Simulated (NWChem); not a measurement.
# C$_{4}$H$_{5}$N; SMILES C#C/C=N/C

Program: NWChem. Pople sets run with spherical d functions. Structure relaxed at the PBE0/def2-SVP level. B3LYP is NWChem's, with the RPA form of VWN correlation. Vertical excitations in the gas phase; the lowest state need not have the same character in each row.

```tsv
level	lowest excitation, singlet (eV)	oscillator strength of that lowest state	lowest state with f > 0.02, singlet (eV)	oscillator strength of that bright state	orbital gap (eV)
PBE/6-31G*, TDA	[?]	0.003	[?]	[?]	[?]
B3LYP/6-31G*, TDA	4.57	0.004	5.91	0.262	5.99
Hartree-Fock/6-31G*, CIS	5.47	0.003	6.18	0.177	12.98
CAM-B3LYP/6-31G*, TDA	4.76	0.004	6.05	0.235	8.94
```

Q: Fill in the missing entries.

A: 
- PBE/6-31G*, TDA, lowest excitation, singlet (eV): 4.25
- PBE/6-31G*, TDA, lowest state with f > 0.02, singlet (eV): 5.81
- PBE/6-31G*, TDA, oscillator strength of that bright state: 0.285
- PBE/6-31G*, TDA, orbital gap (eV): 3.87
